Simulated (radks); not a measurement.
Species: Ar. Configuration: [He] 2s2 2p5 3s2 3p6 4s1 (not the ground configuration). All-electron calculation, non-relativistic Kohn-Sham, BLYP, spin-polarised, spherical densities, point nucleus; open shells are filled with parallel spins first. Program: a radial shooting solver on a logarithmic mesh with Libxc functionals.

Unscreened Slater integrals over Kohn-Sham orbitals (hartree). They are taken over the spin-up orbitals. Empty in this configuration: 4p.

F0(4s,4s): 0.18232
F0(4s,3p): 0.23656
G1(4s,3p): 0.012848
F0(4s,3s): 0.23820
G0(4s,3s): 0.0083021
F0(4s,2p): 0.24986
G1(4s,2p): 0.0037841
F0(4s,4p): 0.14910
G1(4s,4p): 0.088999
F0(3p,3p): 0.62127
F2(3p,3p): 0.30896
F0(3p,3s): 0.65235
G1(3p,3s): 0.43075
F0(3p,2p): 0.85252
F2(3p,2p): 0.15339
G0(3p,2p): 0.059582
G2(3p,2p): 0.061111
F0(3p,4p): 0.17272
F2(3p,4p): 0.021995
G0(3p,4p): 0.0052096
G2(3p,4p): 0.0057340
F0(3s,3s): 0.68809
F0(3s,2p): 0.91852
G1(3s,2p): 0.070792
F0(3s,4p): 0.17352
G1(3s,4p): 0.0064311
F0(2p,2p): 2.5007
F2(2p,2p): 1.1705
F0(2p,4p): 0.17955
F2(2p,4p): 0.0054578
G0(2p,4p): 0.0018538
G2(2p,4p): 0.0019418
F0(4p,4p): 0.12982
F2(4p,4p): 0.066799

Derived for the open shells (J is the average intra-shell exchange parameter used in DFT+U). 2p: J = F2/5 = 0.2341 hartree.
